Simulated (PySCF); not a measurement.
Species: C₄H₁₃GeNSi.
InChI=1S/C4H13GeNSi/c7-6-5-3-1-2-4-5/h5-6H,1-4H2,7H3

Computed with PySCF at B3LYP/def2-SVPD, non-relativistic, on one gas-phase PBE0-D3(BJ)/def2-SVP geometry that isn't relaxed in the solvent. The solvent is an IEF-PCM continuum (van der Waals radii × 1.2), and excitations are vertical TDDFT with non-equilibrium linear response and a frozen core. Specific hydrogen bonds and non-electrostatic terms are outside this model. Spin–orbit coupling is left out although an atom past zinc is present.

Gas-phase singlets (H = HOMO, L = LUMO):

| state | E (eV) | λ (nm) | f | leading configuration |
| --- | --- | --- | --- | --- |
| S1 | 5.618 | 221 | 0.009 | H→L 97% |
| S2 | 6.138 | 202 | 0.003 | H→L+1 96% |
| S3 | 6.473 | 192 | 0.025 | H→L+2 92% |
| S4 | 6.657 | 186 | 0.018 | H→L+3 88% |
| S5 | 6.720 | 184 | 0.019 | H→L+4 83% |

Task: What are the lowest 5 singlets in acetone (ε = 20.49)?

Result: 
```
state  E (eV)  λ (nm)      f  leading configuration  change by rank (eV)
   S1   5.651     219  0.010                H→L 98%               +0.033
   S2   6.238     199  0.002              H→L+1 97%               +0.100
   S3   6.386     194  0.034              H→L+2 87%               -0.087
   S4   6.553     189  0.033              H→L+3 85%               -0.104
   S5   6.779     183  0.018              H→L+4 94%               +0.059
```

Task: The ground-state energy changes by -0.090 eV from gas to acetone. By how much does the total energy of gas-phase S1 change?

Result: E(S1) = E(S0) + excitation energy, so it changes by -0.090 + 0.033 = -0.057 eV: it is lowered less than the ground state, which is what a blue shift means. This is the vertical state, with the slow part of the continuum still set for S0.

Task: How do the frontier levels move from gas to acetone?

Result: 
```json
{"orbital": "LUMO+2", "gas (eV)": "0.70", "solvent (eV)": "0.72", "change (eV)": "+0.02"}
{"orbital": "LUMO+1", "gas (eV)": "0.32", "solvent (eV)": "0.55", "change (eV)": "+0.23"}
{"orbital": "LUMO", "gas (eV)": "0.01", "solvent (eV)": "0.16", "change (eV)": "+0.15"}
{"orbital": "HOMO", "gas (eV)": "-6.61", "solvent (eV)": "-6.49", "change (eV)": "+0.12"}
{"orbital": "HOMO-1", "gas (eV)": "-8.02", "solvent (eV)": "-7.87", "change (eV)": "+0.15"}
{"orbital": "HOMO-2", "gas (eV)": "-8.30", "solvent (eV)": "-8.15", "change (eV)": "+0.15"}
{"orbital": "HOMO-3", "gas (eV)": "-8.99", "solvent (eV)": "-8.72", "change (eV)": "+0.27"}
```

The HOMO–LUMO gap goes from 6.62 to 6.65 eV. Rows go by rank; for LUMO+2 the atom shares or the degeneracy differ between the runs, so the row needn't follow one orbital.
